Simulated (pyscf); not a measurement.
**`[OH][MoH]([F])([F])([F])[F]`, singlet**

Gas-phase minimum from PySCF at ωB97X-D3(BJ)/def2-SVP, one conformer. 

```
Mo
F 1 1.8363
F 1 1.8366 2 84.99
F 1 1.8464 2 145.36 3 69.35
F 1 1.8470 2 82.57 3 146.84
O 1 1.8563 2 125.80 5 80.70
H 6 0.9757 1 111.08 2 -122.91
H 1 1.6409 2 78.36 5 133.96
```

Properties at ωB97X-D3(BJ)/def2-SVP:

| Quantity | Result |
|---|---|
| Harmonic wavenumbers, unscaled | 81, 130, 223, 271, 297, 303, 353, 522, 624, 666, 730, 738, 759, 893, 917, 1112, 2140, 3758 cm⁻¹ |
| Zero-point energy | 20.8 kcal/mol |
| Rotational symmetry number | 1 |
| Entropy of this conformer at 298 K and 1 atm, rigid rotor and harmonic oscillator, modes under 100 cm⁻¹ raised to 100 | 358.0 J/(mol K) |
| Dipole moment | 1.86 D |

Single-point totals, which compare only within one level:

| level | total energy (hartree) |
|---|---|
| ωB97X-D3(BJ)/def2-TZVP | -544.40272 |
| PBE/def2-TZVP | -543.97562 |
| r²SCAN/def2-TZVP | -544.23472 |
| B3LYP-D3(BJ)/def2-TZVP | -544.40299 |
| PBE0-D3(BJ)/def2-TZVP | -543.89033 |
| M06-2X/def2-TZVP | -544.04178 |
| ωB97M-D3(BJ)/def2-TZVP | -544.38208 |

Soft torsions are taken as harmonic, which can shift the entropy by several J/(mol K). Elements past Kr carry the def2 core potentials, without spin-orbit coupling.
